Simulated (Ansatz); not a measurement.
`O[SiH](O)N[SiH](F)F`. Total charge 0; spin multiplicity 1. The structure was optimised at the PBE0-D4/def2-TZVP level. It is one conformer, not always the lowest.

```xyz
12

O    -2.394   -0.192   -0.289
Si   -1.050    0.479    0.345
O    -0.593   -0.376    1.665
N     0.211    0.338   -0.812
Si    1.646   -0.545   -0.622
F     2.621   -0.127   -1.803
F     2.344   -0.145    0.751
H    -3.217   -0.088    0.191
H    -1.309    1.897    0.693
H     0.125   -0.035    2.201
H     0.091    0.802   -1.702
H     1.527   -2.009   -0.619
```

(1) What is the dipole moment at ωB97M-V/def2-TZVPP? (Best estimate.)

(2) And with PBE, r2SCAN, B3LYP? (Best estimate.)

(3) Give the Mulliken charges with ωB97M-V, PBE, r2SCAN in def2-TZVPP. (Estimate.)

## Answers

(1) The calculation gave: 2.17 D, with components (-1.80, 1.13, 0.47) D in this frame, pointing from negative to positive charge.

(2) Computed: PBE 2.11 D, r2SCAN 2.15 D, B3LYP 2.18 D.

(3) The calculation gave: 
```csv
atom,ωB97M-V,PBE,r2SCAN
O1,-0.37,-0.34,-0.40
Si2,0.61,0.52,0.68
O3,-0.38,-0.35,-0.41
N4,-0.32,-0.26,-0.38
Si5,0.73,0.67,0.80
F6,-0.31,-0.27,-0.32
F7,-0.32,-0.28,-0.33
H8,0.18,0.19,0.20
H9,-0.08,-0.11,-0.12
H10,0.19,0.20,0.21
H11,0.11,0.14,0.14
H12,-0.05,-0.09,-0.09
```

B3LYP here is the variant with VWN-RPA as its local correlation; programs differ in this.
